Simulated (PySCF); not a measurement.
Compound: C₃H₁₃AlSSi.
Cartesian coordinates in Å at the PBE0-D3(BJ)/def2-SVP level; atoms count from 1:
```
atom  x, y, z in Å
C1    -1.1156    1.3528   -0.9629
S2    -1.1764    0.4569    0.6033
C3    -2.7627   -0.3900    0.4384
Al4    0.2808   -1.5139    0.1942
C5     2.1093   -0.9034    0.6426
Si6    2.5708    0.8122    0.0919
H7    -1.9599    2.0541   -1.0135
H8    -1.1336    0.6469   -1.8050
H9    -0.1731    1.9157   -0.9745
H10   -3.5726    0.3512    0.3990
H11   -2.8795   -1.0217    1.3285
H12   -2.7699   -1.0238   -0.4602
H13   -0.0930   -1.6743   -1.3637
H14   -0.4718   -2.4772    1.2351
H15    2.2603   -0.9836    1.7336
H16    2.8128   -1.6156    0.1719
H17    2.3866    0.9756   -1.3886
H18    1.6768    1.8330    0.7411
H19    3.9799    1.2135    0.4102
```

Computed at PBE0/pcSseg-1 (PySCF, non-relativistic), with Q(33S) = −0.0678 b, Q(27Al) = 0.1466 b: S2, 33S (I = 3/2): χzz = 38.36 MHz, η = 0.698; Al4, 27Al (I = 5/2): χzz = 33.02 MHz, η = 0.033.

Where would the pure quadrupole (NQR) lines of 33S at S2 fall for the rigid, isolated species?

From ν = (|χ|/2)√(1 + η²/3): ν = 20.68 MHz (sulfur bonded to Al and 2 C).

Find the zero-field quadrupole resonance frequencies of 27Al at Al4.

From the eigenvalues of H = χ/[4I(2I − 1)] × [3Iz² − I(I + 1) + η(Ix² − Iy²)], steps between neighbouring levels, labelled as for η = 0: ±1/2↔±3/2 4.959 MHz, ±3/2↔±5/2 9.904 MHz (aluminium bonded to C, S and 2 H).

In a crystal, neighbours and librations shift these lines. A larger basis could move these couplings by a tenth or more.

One conformer stands for the species.
